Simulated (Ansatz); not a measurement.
`F[SiH2][SiH3]` + HI → `[SiH3]I` + `F[SiH3]` at 500 K and 1 bar (cleavage of the Si–Si bond).

Program: Ansatz. Geometries: PBE0-D4/def2-TZVP. ΔE: electronic, gas phase. CBS: MP2 limit from def2 TZ/QZ plus the TZ coupled-cluster correction, frozen cores. This one scheme is used for every species. Elements past krypton have def2 core potentials. For I outer-core shells are correlated without core-valence functions, which leaves a few kJ/mol of doubt a bond.

```
        species  CCSD(T)/CBS energy (Eh)  H − E (kJ/mol)  S (J/(mol·K))
`F[SiH2][SiH3]`               -681.00067           154.3          364.0
             HI               -298.03592            28.6          221.6
      `[SiH3]I`               -588.34840            91.1          303.2
      `F[SiH3]`               -390.72345            94.1          267.5
```

H − E and S are ideal-gas, rigid-rotor, harmonic terms from PBE0-D4/def2-TZVP. 1 Eh = 2625.50 kJ/mol, R = 8.31446 J/(mol·K).

Q: By hand: ΔE, ΔH, ΔS and ΔG.

A: ΔE = (-588.34840) + (-390.72345) − (-681.00067) − (-298.03592) = -0.03526 Eh = -92.6 kJ/mol. Δ(H − E) = 91.1 + 94.1 − 154.3 − 28.6 = 2.3, so ΔH = -90.3 kJ/mol. ΔS = 303.2 + 267.5 − 364.0 − 221.6 = -14.9 J/(mol·K). ΔG = -90.3 − 500 × (-14.9)/1000 = -82.8 kJ/mol.

Q: By hand: the equilibrium constant, and the temperature at which ΔG would vanish if ΔH and ΔS stayed fixed.

A: log₁₀ K = −ΔG/(RT ln 10) = 8.6. ΔG = 0 at ΔH/ΔS = 6060 K, far beyond where these terms or the molecules hold.

The number of gas molecules stays the same, so ΔS is small and ΔH decides. A doubt of 5 kJ/mol in ΔE shifts log₁₀ K by 0.5 here. These are equilibria of isolated gas molecules and say nothing of rates. Largest T1 diagnostic: 0.012 (customary marks: 0.02 for closed shells, 0.045 for open ones).
